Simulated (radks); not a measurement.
The oxygen anion O2-, [Ne], held by a Watson sphere: a shell of charge +2 at radius R that stands for the Madelung well of a crystal (potential energy -2/R inside, -2/r outside, in hartree with lengths in bohr). Method: scalar-relativistic Kohn-Sham, PBEsol, spin-polarised, spherical densities, finite nucleus; Fermi nuclear charge, rms radius of each element as measured or else 0.836 A^(1/3) + 0.57 fm; computed with a radial shooting solver on a logarithmic mesh with Libxc functionals. Response by self-consistent Sternheimer equations with the Hartree and adiabatic LDA kernel, the relativistic mass of each level held fixed and spin-orbit coupling left out. The sphere does not respond.

R (bohr),e(1s) (eV),e(2s) (eV),e(2p) (eV),<r> 2p (bohr),sum of <r^2> (bohr^2),X-ray form factor at sin(theta)/lambda = 0.2 1/angstrom,alpha (bohr^3)
1.89,-506.65,-22.465,-8.105,1.464,20.90,6.154,13.11
2.11,-506.63,-21.484,-7.317,1.517,22.45,6.039,16.32
3.02,-505.84,-18.676,-4.814,1.707,28.92,5.767,38.93
3.17,-505.69,-18.361,-4.505,1.735,30.03,5.744,44.66
3.18,-505.68,-18.341,-4.485,1.737,30.11,5.743,45.07
3.45,-505.42,-17.851,-3.993,1.787,32.18,5.712,57.48
3.62,-505.26,-17.586,-3.720,1.818,33.53,5.698,66.85
